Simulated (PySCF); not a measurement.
Input file for PySCF: D3(BJ) and D4 dispersion corrections on CH5BFN (SMILES CB(N)F), a point of a torsion scan.

```python
from pyscf import gto
from pyscf.dispersion import dftd3, dftd4

mol = gto.M(
    atom='''
    C    -1.19239238   -0.03289714   -0.23547376
    B     0.22061702   -0.08378649    0.47916442
    N     1.43001653    0.18888010   -0.15680464
    F     0.26759809   -0.23902114    1.81099814
    H    -1.69932194   -0.99130279   -0.14268038
    H    -1.12503055    0.20723862   -1.29220873
    H    -1.83806859    0.70312659    0.23774065
    H     2.30967074   -0.13934019    0.20447271
    H     1.47306189    0.35285944   -1.14792531
    ''',
    basis='def2-svp',
    charge=0, spin=0, verbose=0, max_memory=1800)
d3, d4 = {}, {}
for xc in ['hf', 'pbe', 'blyp', 'revpbe', 'tpss', 'r2scan', 'b3lyp', 'pbe0', 'bhlyp', 'camb3lyp', 'b2plyp']:
    d3[xc] = float(dftd3.DFTD3Dispersion(mol, xc=xc, version='d3bj', atm=False).get_dispersion()['energy'])
    print(f'D3(BJ) {xc:10s} {d3[xc]:14.8f} Eh')
for xc in ['hf', 'pbe', 'blyp', 'revpbe', 'tpss', 'r2scan', 'b3lyp', 'pbe0', 'bhlyp', 'camb3lyp', 'b2plyp']:
    d4[xc] = float(dftd4.DFTD4Dispersion(mol, xc={'camb3lyp': 'cam-b3lyp'}.get(xc, xc), atm=True).get_dispersion()['energy'])
    print(f'D4     {xc:10s} {d4[xc]:14.8f} Eh')
```

It printed:

```
D3(BJ) hf            -0.03991128 Eh
D3(BJ) pbe           -0.00462441 Eh
D3(BJ) blyp          -0.00959806 Eh
D3(BJ) revpbe        -0.01218926 Eh
D3(BJ) tpss          -0.00568960 Eh
D3(BJ) r2scan        -0.00124119 Eh
D3(BJ) b3lyp         -0.00778234 Eh
D3(BJ) pbe0          -0.00386085 Eh
D3(BJ) bhlyp         -0.00589509 Eh
D3(BJ) camb3lyp      -0.00329624 Eh
D3(BJ) b2plyp        -0.00346292 Eh
D4     hf            -0.01713027 Eh
D4     pbe           -0.00431489 Eh
D4     blyp          -0.00983851 Eh
D4     revpbe        -0.01554126 Eh
D4     tpss          -0.00585390 Eh
D4     r2scan        -0.00105894 Eh
D4     b3lyp         -0.00690266 Eh
D4     pbe0          -0.00357202 Eh
D4     bhlyp         -0.00468301 Eh
D4     camb3lyp      -0.00353362 Eh
D4     b2plyp        -0.00299549 Eh
```

The run finished.

Cost: roughly 0.03 core-seconds.
